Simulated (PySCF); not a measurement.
Mg(Br)(SiH3) (BrH3MgSi), SMILES [SiH3][Mg][Br]. Atoms are numbered in the order given.

```xyz
6

Mg     0.0000     0.0000     0.5759
Br     0.0000     0.0000    -1.7738
Si     0.0000     0.0000     3.1456
H      1.1925    -0.6885     3.7112
H     -1.1925    -0.6885     3.7112
H      0.0000     1.3770     3.7112
```

Geometry: TPSSh-D3(BJ)/def2-TZVP.

Method: PySCF with CAM-B3LYP/def2-TZVPD.

Symmetry labels are those of the subgroup Cs that the program uses (full group C3v).

Computed valence orbital energies around the gap with their symmetry:
```json
[
 {"orbital": "HOMO−7", "symmetry": "A'", "energy (eV)": "-22.26"},
 {"orbital": "HOMO−6", "symmetry": "A'", "energy (eV)": "-16.52"},
 {"orbital": "HOMO−5", "symmetry": "A\"", "energy (eV)": "-11.13"},
 {"orbital": "HOMO−4", "symmetry": "A'", "energy (eV)": "-11.13"},
 {"orbital": "HOMO−3", "symmetry": "A'", "energy (eV)": "-10.81"},
 {"orbital": "HOMO−2", "symmetry": "A\"", "energy (eV)": "-9.48"},
 {"orbital": "HOMO−1", "symmetry": "A'", "energy (eV)": "-9.48"},
 {"orbital": "HOMO", "symmetry": "A'", "energy (eV)": "-8.71"},
 {"orbital": "LUMO", "symmetry": "A'", "energy (eV)": "-0.60"},
 {"orbital": "LUMO+1", "symmetry": "A'", "energy (eV)": "-0.32"},
 {"orbital": "LUMO+2", "symmetry": "A\"", "energy (eV)": "-0.32"},
 {"orbital": "LUMO+3", "symmetry": "A'", "energy (eV)": "0.97"}
]
```
